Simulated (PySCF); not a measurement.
H₅P, SMILES [P@TB20]([H])([H])([H])([H])[H].

The structure is a stationary point at PBE0-D3(BJ)/def2-TZVPD.

Two levels are set side by side: TDDFT-PBE/def2-TZVPD (PySCF) and TDDFT-CAM-B3LYP/def2-TZVPD (PySCF). Vertical, same geometry. The lowest singlet is HOMO→LUMO 99 % with PBE and HOMO→LUMO 99 % with the other functional; states are paired by order. Differences are taken from unrounded values.

| quantity | TDDFT-CAM-B3LYP |
|---|---|
| lowest singlet excitation (eV) | 4.72 |
| lowest triplet excitation (TDA) (eV) | 4.16 |
| first bright state (f over 0.05) (eV) | 7.40 |
| its oscillator strength | 0.31 |

Question: What does TDDFT-PBE give, and how far is it from TDDFT-CAM-B3LYP? (Estimate from the structure and the level; the computed values follow.)

Answer: 
```tsv
quantity	TDDFT-PBE	TDDFT-PBE minus TDDFT-CAM-B3LYP
lowest singlet excitation (eV)	4.27	-0.46
lowest triplet excitation (TDA) (eV)	3.71	-0.46
first bright state (f over 0.05) (eV)	6.81	-0.59
its oscillator strength	0.25	-0.06
```

Functionals without exact exchange tend to place singlet excitations lower, as here. Differences between two approximate levels are no errors against the true value.

Rough cost on one machine, each run with all the roots and properties that it gave: TDDFT-CAM-B3LYP against TDDFT-PBE about 3 times.
